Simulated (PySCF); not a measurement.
WH⁺: from constants to spectrum

ROHF-CCSD(T) constants of WH⁺, ⁵Π (quintet), unpaired electrons σ ↑, π ↑, δ ↑↑ (H def2-TZVPPD, W def2-TZVPPD with ECP60; scalar-relativistic core potentials (PySCF 2.14); masses 1.0078 and 183.9509 u):

- ωe: 1998.1 cm⁻¹
- ωexe: 30.6 cm⁻¹
- Be: 5.8448 cm⁻¹
- αe: 0.138 cm⁻¹

(1) What force constant and bond length do these constants imply?

(2) Estimate the centrifugal constant D from the Kratzer relation and find the Dunham coefficient a1.

Correlated steps freeze no core orbitals. De is left out where the level can put another filling of the metal’s s and d shells below the measured ground configuration, by anything from nothing to about 1 eV. Spin–orbit coupling is left out, which matters for elements this heavy, above all for dissociation energies. The state is the lowest single determinant that the PBE0 search found; with open d or f shells the true ground state can be another one.

Answers

(1) Reduced mass μred = 1.0023 u; k = 5.8918×10⁻⁷·μred·ωe² (u, cm⁻¹, mdyn/Å) = 2.36 mdyn/Å; Re = √(16.8576/(μred·Be)) (u, cm⁻¹, Å) = 1.696 Å.

(2) D = 4Be³/ωe² = 0.000200 cm⁻¹; a1 = −1 − αeωe/(6Be²) = -2.35.
